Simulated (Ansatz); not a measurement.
Input for Ansatz (an electronic-structure program): R-RI-MP2/def2-QZVPPD on HI (SMILES I) with ghost functions, monomers drawn apart or pushed together. Elements past Kr take the def2 small-core potentials; no spin–orbit coupling. Files ending in .json are basis or fitting sets from the Basis Set Exchange. The run froze 9 orbitals, filled d shells among them.

Ansatz 0.2 input:
```yaml
crystal:
  periodic: [false, false, false]
  atoms:
    - {symbol: I, position_ang: [0.10903627, -0.05182907, 4.36314234]}
    - {symbol: H, position_ang: [-1.47691610, 0.18277802, 4.16411219]}
basis:
  gaussian:
    orbitals: def2-QZVPPD.json
    fitting: {mean_field: def2-universal-JKFIT, correlation: def2-QZVPPD-RIFIT.json}
    ghost_atoms:
      - {symbol: O, position_ang: [1.13097344, -0.11991734, -0.02415050]}
      - {symbol: C, position_ang: [-0.00881629, 0.04349541, 0.10863795]}
      - {symbol: O, position_ang: [-1.15079624, 0.20741376, 0.23111172]}
magnetization: {spin_polarized: false}
correlation: {method: mp2, electrons: outside_noble_gas}
scf: {lower_state_search: off}
```

The log:

```
WARN ansatz: RAYON_NUM_THREADS=1 ignored (pool sized by the plan → 1); use --threads N
Functional definition: HF
these checks for a lower state are left out or cut short: stability, starts, cluster_reference, orbital_swaps, neighbouring_geometries, increment
integrals: 0.34 GiB planned
465 factors; integrals over basis functions are off by at most 2.8e0 eV
mean field: 0.59 GiB planned
mean field evaluation 1: about -8088.0619 eV, gradient 8.2e0 eV
mean field evaluation 2: about -8088.3679 eV, gradient 4.6e0 eV
mean field evaluation 4: about -8088.4187 eV, gradient 4.6e-1 eV
mean field -8088.42050997 eV, -297.2439712132 hartree, gradient 2.3e-6 eV, S^2 0.000000; 0 other end points of the search recorded, 0 dependent functions left out
9 core orbitals not correlated
828 factors; their error is unknown
reference -8088.42050997 eV, -297.2439712132 hartree; 4, 4 occupied and 306, 306 virtual orbitals, 828 factors
second order -4.61494168 eV of doubles, -0.00000000 eV of singles
Total energy: -8093.03545165 eV, -297.4135671918 hartree
Checks for a lower state left out: stability, starts, cluster_reference, orbital_swaps, neighbouring_geometries, increment
```

Self-consistency was reached.

Cost: roughly 2.7 core-seconds.
